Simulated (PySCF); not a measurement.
AlClH, B2ClHN, B2FHN, B2H3N2 (calculated)

Calculation on a computer-drawn molecule: optimised geometry and harmonic frequencies of an isolated molecule of the commonest isotopes, restricted reference for singlets and unrestricted otherwise, frozen core in MP2. Program: PySCF 2.14.0.

(1) AlClH

Start structure:
```xyz
3
AlClH
Al    -0.8144     1.2443     0.6852
Cl    -2.0581     2.5107     1.8654
H      0.6614     1.7676     0.4309
```

Settings of this run: charge 0, multiplicity 2, method MP2 and basis cc-pV(D+d)Z.

Results for AlClH: rotational constants 263.9, 6.969, 6.79 GHz; total energy -702.2253 hartree; spin squared 0.7561; convergence status largest gradient component 4.28e-06 hartree/bohr.

Drawn bonds:
```csv
atom,other atom,order
1,2,1
1,3,1
```

Optimised structure:
```xyz
3
AlClH
Al    -0.8160     1.2476     0.6877
Cl    -2.0587     2.5087     1.8645
H      0.6636     1.7662     0.4293
```

Modes:
```csv
frequency (cm⁻¹),reduced mass (dalton)
510.5,7.471
590.6,1.212
1902,1.044
```

(2) B2ClHN

Start structure:
```xyz
5
B2ClHN
B     -1.2598    -1.8506    -0.1945
N     -1.0261    -0.5943    -0.4625
B     -0.8364     0.6615    -0.7192
Cl    -0.7535     2.1237    -1.0622
H     -1.3716    -2.9769     0.0923
```

It was run with charge 1, multiplicity 1, method HF and basis cc-pV(D+d)Z.

Results for B2ClHN: rotational constants 2.484, 2.484 GHz; total energy -563.7317 hartree; convergence status largest gradient component 2.532e-05 hartree/bohr.

Drawn bonds:
```csv
atom,other atom,order
1,2,1
2,3,2
3,4,1
1,5,1
```

Optimised structure:
```xyz
5
B2ClHN
B     -1.2223    -1.8622    -0.1718
N     -1.0622    -0.6238    -0.4477
B     -0.8998     0.6287    -0.7268
Cl    -0.6943     2.2143    -1.0801
H     -1.3687    -2.9936     0.0803
```

Modes:
```csv
frequency (cm⁻¹),reduced mass (dalton)
122.3,4.179
122.3,4.179
429.7,10.93
429.7,10.93
655.6,12.07
830.5,1.342
830.5,1.342
1537,6.949
2061,8.325
3021,1.166
```

(3) B2ClHN

Start structure:
```xyz
5
B2ClHN
B     -1.2224    -1.8622    -0.1718
N     -1.0622    -0.6238    -0.4477
B     -0.8998     0.6287    -0.7268
Cl    -0.6943     2.2143    -1.0801
H     -1.3687    -2.9936     0.0803
```

Here we set charge 1, multiplicity 1, method MP2 and basis cc-pV(D+d)Z.

It finds rotational constants 2.442, 2.442 GHz; total energy -564.1494 hartree; convergence status largest gradient component 1.147e-05 hartree/bohr.

Drawn bonds:
```csv
atom,other atom,order
1,2,1
2,3,2
3,4,1
1,5,1
```

Optimised structure:
```xyz
5
B2ClHN
B     -1.2245    -1.8785    -0.1682
N     -1.0622    -0.6240    -0.4477
B     -0.8971     0.6498    -0.7315
Cl    -0.6916     2.2351    -1.0848
H     -1.3721    -3.0190     0.0860
```

Modes:
```csv
frequency (cm⁻¹),reduced mass (dalton)
117,4.254
117.5,4.259
398,11.3
398,11.3
640.4,11.78
761.1,1.33
761.3,1.329
1476,7.13
2000,8.267
2932,1.165
```

(4) B2FHN

Start structure:
```xyz
5
B2FHN
B     -2.1412    -1.0819    -2.6660
N     -1.7004    -0.8674    -1.4370
B     -1.2221    -0.6632    -0.2284
F     -0.8077    -0.3913     0.8857
H     -2.5458    -1.3432    -3.7307
```

Here we set charge 1, multiplicity 1, method HF and basis cc-pVDZ.

The calculation gives: rotational constants 3.99, 3.99 GHz; total energy -203.6683 hartree; convergence status largest gradient component 1.088e-05 hartree/bohr.

Drawn bonds:
```csv
atom,other atom,order
1,2,1
2,3,2
3,4,1
1,5,1
```

Optimised structure:
```xyz
5
B2FHN
B     -2.1332    -1.1068    -2.6295
N     -1.6892    -0.8725    -1.4510
B     -1.2434    -0.6371    -0.2670
F     -0.8132    -0.4100     0.8757
H     -2.5382    -1.3206    -3.7046
```

Modes:
```csv
frequency (cm⁻¹),reduced mass (dalton)
127.2,4.439
127.2,4.439
497.4,11.5
497.4,11.5
831.5,1.338
831.5,1.338
888.3,9.697
1720,6.897
2173,9.721
3021,1.166
```

(5) B2FHN

Start structure:
```xyz
5
B2FHN
B     -2.1332    -1.1068    -2.6295
N     -1.6892    -0.8725    -1.4510
B     -1.2434    -0.6371    -0.2670
F     -0.8132    -0.4100     0.8757
H     -2.5382    -1.3206    -3.7046
```

It was run with charge 1, multiplicity 1, method MP2 and basis cc-pVDZ.

Results for B2FHN: rotational constants 3.875, 3.875 GHz; total energy -204.1339 hartree; convergence status largest gradient component 2.048e-06 hartree/bohr.

Drawn bonds:
```csv
atom,other atom,order
1,2,1
2,3,2
3,4,1
1,5,1
```

Optimised structure:
```xyz
5
B2FHN
B     -2.1400    -1.1104    -2.6476
N     -1.6908    -0.8734    -1.4552
B     -1.2375    -0.6340    -0.2513
F     -0.8006    -0.4033     0.9091
H     -2.5482    -1.3259    -3.7313
```

Modes:
```csv
frequency (cm⁻¹),reduced mass (dalton)
118.3,4.544
118.9,4.549
460.3,11.82
460.3,11.82
767.2,1.324
767.4,1.323
837.5,9.7
1646,7.071
2098,9.413
2934,1.166
```

(6) B2H3N2

Start structure:
```xyz
7
B2H3N2
B     -0.7088     2.0669     2.5129
N      0.0940     1.0454     2.5417
B      0.2446    -0.0840     1.6261
N      0.3462    -1.0863     0.8590
H     -1.5629     2.8272     2.4336
H      0.8265     0.9718     3.2385
H      0.4944    -1.8765     0.3316
```

It was run with charge 1, multiplicity 1, method HF and basis cc-pVDZ.

It finds rotational constants 54.68, 4.646, 4.282 GHz; total energy -159.7877 hartree; convergence status largest gradient component 1.118e-05 hartree/bohr.

Drawn bonds:
```csv
atom,other atom,order
1,2,1
2,3,1
3,4,2
1,5,1
2,6,1
4,7,1
```

Optimised structure:
```xyz
7
B2H3N2
B     -0.7456     1.9690     2.4670
N      0.1590     1.0182     2.5601
B      0.2767    -0.1218     1.6585
N      0.3428    -1.0539     0.8901
H     -1.5510     2.8137     2.3829
H      0.8392     1.0634     3.3135
H      0.4129    -1.8239     0.2713
```

Modes:
```csv
frequency (cm⁻¹),reduced mass (dalton)
169.2,3.187
365.7,2.497
474.4,3.407
591.3,1.886
597.9,1.175
685.6,1.192
785.3,2.137
818,1.376
932.1,2.998
1270,1.188
1635,5.467
2236,7.663
3000,1.146
3653,1.074
4024,1.109
```
